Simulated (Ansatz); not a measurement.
Cost and result for the atomization energy of `N[Si](O)([SiH3])[SiH3]` (14 atoms, 13 bonds).

```json
{"atom": "N1", "x (Å)": "1.4426", "y (Å)": "1.3044", "z (Å)": "0.0563"}
{"atom": "Si2", "x (Å)": "0.4795", "y (Å)": "-0.1038", "z (Å)": "0.1506"}
{"atom": "O3", "x (Å)": "1.3720", "y (Å)": "-1.3939", "z (Å)": "0.7015"}
{"atom": "Si4", "x (Å)": "-0.3140", "y (Å)": "-0.5457", "z (Å)": "-2.0163"}
{"atom": "Si5", "x (Å)": "-1.2725", "y (Å)": "0.3565", "z (Å)": "1.6471"}
{"atom": "H6", "x (Å)": "1.7145", "y (Å)": "1.8013", "z (Å)": "0.8894"}
{"atom": "H7", "x (Å)": "2.1263", "y (Å)": "1.4163", "z (Å)": "-0.6752"}
{"atom": "H8", "x (Å)": "0.9203", "y (Å)": "-2.2350", "z (Å)": "0.7934"}
{"atom": "H9", "x (Å)": "0.7930", "y (Å)": "-0.4655", "z (Å)": "-3.0124"}
{"atom": "H10", "x (Å)": "-0.8931", "y (Å)": "-1.9176", "z (Å)": "-2.0870"}
{"atom": "H11", "x (Å)": "-1.3721", "y (Å)": "0.4240", "z (Å)": "-2.4099"}
{"atom": "H12", "x (Å)": "-2.2774", "y (Å)": "1.2679", "z (Å)": "1.0353"}
{"atom": "H13", "x (Å)": "-1.9666", "y (Å)": "-0.9039", "z (Å)": "2.0370"}
{"atom": "H14", "x (Å)": "-0.7525", "y (Å)": "0.9951", "z (Å)": "2.8904"}
```

Charge 0, multiplicity 1. Geometry: relaxed with PBE0-D4/def2-TZVP. It is one conformer, not always the lowest. Program: Ansatz. All runs use 2 threads of an AMD EPYC 7R13 on a shared host and a share of an NVIDIA H100 80 GB. Times are those of one run each, without the atoms' runs, and a repeat can differ threefold. Electronic energies, without spin–orbit coupling; frozen cores. CCSD(T)/CBS adds CCSD(T) − MP2 in def2-TZVPP to the MP2 limit, and its time is that of the two runs behind it. T1 = 0.013. B3LYP takes the VWN-RPA correlation (the form of Gaussian; ORCA's B3LYP/G).

CCSD(T)/CBS is a level of theory with its own doubt, some kJ/mol a heavy atom from the limit and from the frozen cores, so smaller differences don't rank the functionals.

| level | functions | wall time | atomization (kJ/mol) | difference from CCSD(T)/CBS | per bond |
| --- | --- | --- | --- | --- | --- |
| PBE0-D4/def2-TZVPP | 314 | 1.9 s | 4465.2 | -65.0 | -5.0 |
| PBE-D4/def2-TZVPP (with forces) | 314 | 2.1 s | 4515.8 | -14.4 | -1.1 |
| B3LYP-D4/def2-TZVPP (with forces) | 314 | 2.1 s | 4518.8 | -11.4 | -0.9 |
| B2PLYP/def2-TZVPP | 314 | 2.4 s | 4449.4 | -80.8 | -6.2 |
| r2SCAN-D4/def2-TZVPP (with forces) | 314 | 2.5 s | 4506.8 | -23.4 | -1.8 |
| ωB97X-V/def2-TZVPP | 314 | 2.6 s | 4555.1 | 24.9 | 1.9 |
| ωB97M-V/def2-TZVPP (with forces) | 314 | 3.7 s | 4523.1 | -7.1 | -0.5 |
| MP2/def2-QZVPP | 594 | 3.8 s | 4479.6 | -50.6 | -3.9 |
| CCSD(T)/def2-TZVPP | 314 | 4 s | 4391.9 | -138.3 | -10.6 |
| CCSD(T)/CBS(def2) | – | 7.8 s | 4530.2 | 0.0 | 0.0 |

From PBE to PBE0 (25 % exact exchange), in def2-TZVPP and without D4, the atomization energy moves by −45.9 kJ/mol: exact exchange takes away binding that semilocal exchange gives to molecules. In def2-TZVPP, CCSD(T) changes the Hartree–Fock value by +1120.9 kJ/mol (the triples alone add +53.3 kJ/mol) and MP2 by +1125.7 kJ/mol; breaking electron pairs costs correlation energy, which Hartree–Fock lacks. The D4 term adds +55.6 kJ/mol with B3LYP and +29.8 kJ/mol with PBE0; it sums over pairs of atoms, weighted by their polarisabilities, and B3LYP, whose exchange is more repulsive, gets the larger term.
